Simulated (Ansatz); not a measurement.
CH8BFSi2, SMILES `FB([SiH3])C[SiH3]`. The species carries charge 0 and has multiplicity 1.

| atom | x (Å) | y (Å) | z (Å) |
| --- | --- | --- | --- |
| F1 | 1.110 | -0.937 | 1.721 |
| B2 | 0.151 | -0.379 | 0.979 |
| Si3 | -0.483 | 1.480 | 1.540 |
| C4 | -0.355 | -1.145 | -0.263 |
| Si5 | 0.591 | -0.555 | -1.790 |
| H6 | -1.068 | 1.427 | 2.910 |
| H7 | -1.521 | 2.006 | 0.611 |
| H8 | 0.655 | 2.441 | 1.566 |
| H9 | -1.406 | -0.929 | -0.481 |
| H10 | -0.202 | -2.226 | -0.187 |
| H11 | 2.037 | -0.870 | -1.656 |
| H12 | 0.055 | -1.228 | -3.001 |
| H13 | 0.437 | 0.915 | -1.949 |

(1) List the harmonic frequencies (cm⁻¹, unscaled) at PBE0-D4/def2-TZVP in Ansatz. (An estimate is asked.)

(2) Is this a minimum?

(3) Give the ideal-gas thermochemistry at 298.15 K and 1 bar (rigid rotor, harmonic oscillator; point group C1, symmetry number 1).

(4) And at 400, 500, 600, 800 and 1000 K?

(5) Rotational constants (cm⁻¹)?

## Answers

(1) The calculation gave: 32, 62, 95, 113, 198, 323, 359, 501, 531, 560, 586, 654, 723, 823, 875, 926, 934, 941, 949, 951, 979, 1028, 1140, 1298, 1414, 2208, 2213, 2218, 2226, 2232, 2238, 3056, 3123.

(2) Yes, all 33 modes are real.

(3) Zero-point energy 218.4 kJ/mol; H(298) − E = 243.9 kJ/mol; entropy 391.2 J/(mol·K), of which translation 167.0, rotation 117.4, vibration 106.8; G(298) − E = 127.2 kJ/mol. Modes under 100 cm⁻¹ are hindered rotations or soft bends, so the harmonic entropy is rough.

(4) 
| T (K) | H − E (kJ/mol) | S (J/mol/K) | G − E (kJ/mol) |
| --- | --- | --- | --- |
| 400 | 258.9 | 434.5 | 85.1 |
| 500 | 276.3 | 473.1 | 39.7 |
| 600 | 295.6 | 508.3 | -9.4 |
| 800 | 338.9 | 570.3 | -117.4 |
| 1000 | 386.7 | 623.6 | -236.9 |

(5) 0.1326, 0.05376, 0.04332.
